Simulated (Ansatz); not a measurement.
Correlation energies of `[CH3][Sc]([NH2])[O][SiH3]` by basis set

```xyz
13

C    -0.877   -2.260   -0.348
Sc   -0.597   -0.191    0.336
N    -1.903    0.565    1.614
O     0.881    0.826   -0.284
Si    2.160    1.662   -0.840
H    -1.873   -2.651   -0.100
H    -0.149   -2.942    0.113
H    -0.750   -2.369   -1.433
H    -2.708    0.070    1.979
H    -1.907    1.490    2.025
H     3.418    1.180   -0.204
H     2.292    1.506   -2.316
H     2.014    3.114   -0.539
```

Total charge 0; spin multiplicity 1. Correlated methods include outer-core shells of Sc, which these sets cover unevenly. Scalar relativity is left out up to krypton. The geometry is a stationary point of PBE0-D4/def2-TZVP. It is one conformer, not always the lowest. Frozen core, restricted reference, Ansatz 0.2.0.

```tsv
basis	HF (Eh)	MP2 corr.	CCSD corr.	(T)	CCSD(T) total
def2-SVP	-1220.35845	-0.82315	-0.88499	-0.02338	-1221.26682
def2-TZVPP	-1220.77452	-1.06133	-1.11532	-0.04180	-1221.93164
def2-QZVPP	-1220.80630	-1.16061	–	–	–
```
